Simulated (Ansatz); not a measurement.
Reading a saddle point

A first-order saddle point of Si2H8SO, singlet, PBE0-D4/def2-TZVP, with one imaginary mode of 1133i cm⁻¹:

```
12
angstrom
Si 0.2741 0.8613 0.9179
S 0.5586 -1.6878 0.8134
O -0.2479 0.8786 -0.6322
Si -1.0920 -0.1056 -1.6527
H 0.9458 2.1869 0.9198
H -0.7883 0.7077 1.9315
H 1.2901 -0.4940 1.6936
H 1.5097 0.4391 1.9903
H 1.5820 -1.6601 -0.0577
H -0.1912 -1.1227 -2.2496
H -2.2159 -0.7727 -0.9499
H -1.6252 0.7692 -2.7245
```

Computed with Ansatz 0.2.0 (basis: def2-TZVPP and def2-QZVPP); correlated methods freeze the cores. Extrapolation: Hartree–Fock as exp(−7.88 √X), correlation as X^−2.97.

Task: Which contacts change along the imaginary mode, and what lies on either side? (A judgement: the text doesn't fix the answer.)

Result: By the calculation: The step is Si₂H₆SO ([SiH3][O][SiH2][SH]) + H₂ → Si₂H₆O ([SiH3][O][SiH3]) + H₂S, with the molecules in contact on both sides. Shortening one way: Si1–H8, S2–H7; lengthening the same way: Si1–S2, H7–H8.
| pair | one side (Å) | saddle (Å) | other side (Å) |
| --- | --- | --- | --- |
| Si1–H8 | 3.69 | 1.69 | 1.49 |
| S2–H7 | 3.29 | 1.65 | 1.34 |
| Si1–S2 | 2.13 | 2.57 | 3.73 |
| H7–H8 | 0.75 | 1.00 | 3.12 |

Task: Which side is lower, and how far does the saddle lie above each? (To be estimated.)

Result: The calculation gives: The side with Si1–S2, H7–H8 short is lower by 42.5 kJ/mol; the saddle lies 239.5 kJ/mol above it and 197.0 kJ/mol above the other (CCSD(T) at an estimated basis limit (MP2 extrapolated from triple and quadruple zeta, plus CCSD(T) − MP2 in triple zeta); electronic energies).

No T1 diagnostic of these runs exceeds 0.014.

Labels in which every atom is bracketed show which atoms are joined, not bond orders.

For scale, one of the runs: CCSD(T)/def2-TZVPP, 269 basis functions, launched by `ansatz run in.yaml --threads 4 --pin off --events-out ev --progress --plain --max-ram 9574MiB`. Hardware: 4 CPU threads of an Intel Xeon, shared host. Wall time 3.5 min; peak host memory 6.3 GiB.
